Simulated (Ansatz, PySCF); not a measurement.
Pair of molecules: H2S (SMILES S) (first 3 atoms) with GeH4 (SMILES [GeH4]); geometry from B3LYP-D3(BJ)/def2-TZVP.
(charge 0, multiplicity 1):
```xyz
8

S      0.15623    -0.37545    -0.31385
H      0.27778    -1.63364     0.13844
H     -1.17204    -0.37164    -0.11926
Ge    -0.00980     0.18849     3.50022
H     -0.13760     0.33895     5.02658
H     -1.01676    -0.86829     3.02072
H      1.41466    -0.26275     3.15253
H     -0.31479     1.53383     2.82949
```

Monomers are frozen at their geometry in the pair; levels with a basis set take the counterpoise correction. Rows marked so take none.

Frozen-core correlation. Filled d and f shells under p-block atoms count as core. Rows in 6-31G* carry no dispersion term and start afresh at each structure (6-31G* with six Cartesian d functions); the Pople sets are all-electron and without relativity. MP2/6-31G* freezes PySCF's default core, which leaves 3d correlated.

The values were computed with Ansatz (an electronic-structure program) with Gaussian orbitals; PySCF for 6-31G* rows, the dispersion terms. Each number belongs to the level named beside it.

**Question.** What is the computed interaction energy (PBE0-D4/def2-TZVPPD)?

**Answer.** -5 kJ/mol
